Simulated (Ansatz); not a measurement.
C2HF2In (`C#[C][In]([F])[F]`), 6 atoms. Charge 0, multiplicity 1. Correlated methods include outer-core shells of In, which these sets cover unevenly. In takes the def2 core potential. All runs use 4 threads of an Arm Neoverse V1 on a shared host. Correlated methods freeze the cores.

Task: How many basis functions does each run have, and how long does it take in Ansatz? RKS PBE-D4/def2-TZVPP energy and forces; RHF-MP2/def2-QZVPP energy; RHF-CCSD(T)/def2-SVP energy; RKS PBE0-D4/def2-QZVPP energy; RHF-CCSD(T)/def2-TZVPP energy; RKS CAM-B3LYP-D4/def2-TZVPP energy; RKS PBE0-D4/def2-SVP energy; RKS PBE0-D4/def2-TZVP relaxation (5 steps); RKS B3LYP-D4/def2-TZVPP energy and forces; direct RPA on PBE orbitals/def2-TZVPP energy; RKS PBE-QIDH (frozen core)/def2-TZVPP energy; RKS PBE0-D4/def2-TZVP frequencies. (Estimate.)

Result: The calculation gave: Other jobs shared the machine, so times are rough.

| level | job | functions | wall time | peak host memory (GiB) |
| --- | --- | --- | --- | --- |
| RKS PBE0-D4/def2-SVP | energy | 87 | 0.85 s | 0.37 |
| RKS PBE-D4/def2-TZVPP | energy and forces | 188 | 1.6 s | 0.2 |
| RKS CAM-B3LYP-D4/def2-TZVPP | energy | 188 | 2.4 s | 0.42 |
| RKS B3LYP-D4/def2-TZVPP | energy and forces | 188 | 3.5 s | 0.41 |
| RHF-CCSD(T)/def2-SVP | energy | 87 | 3.9 s | 0.37 |
| RKS PBE-QIDH (frozen core)/def2-TZVPP | energy | 188 | 3.9 s | 0.42 |
| RKS PBE0-D4/def2-QZVPP | energy | 340 | 4.4 s | 0.85 |
| direct RPA on PBE orbitals/def2-TZVPP | energy | 188 | 4.4 s | 0.4 |
| RHF-MP2/def2-QZVPP | energy | 340 | 9.5 s | 1.2 |
| RKS PBE0-D4/def2-TZVP | relaxation (5 steps) | 180 | 16 s | 0.42 |
| RKS PBE0-D4/def2-TZVP | frequencies | 180 | 72 s | 0.41 |
| RHF-CCSD(T)/def2-TZVPP | energy | 188 | 83 s | 2.4 |

B3LYP here is the variant with VWN-RPA as its local correlation; programs differ in this.
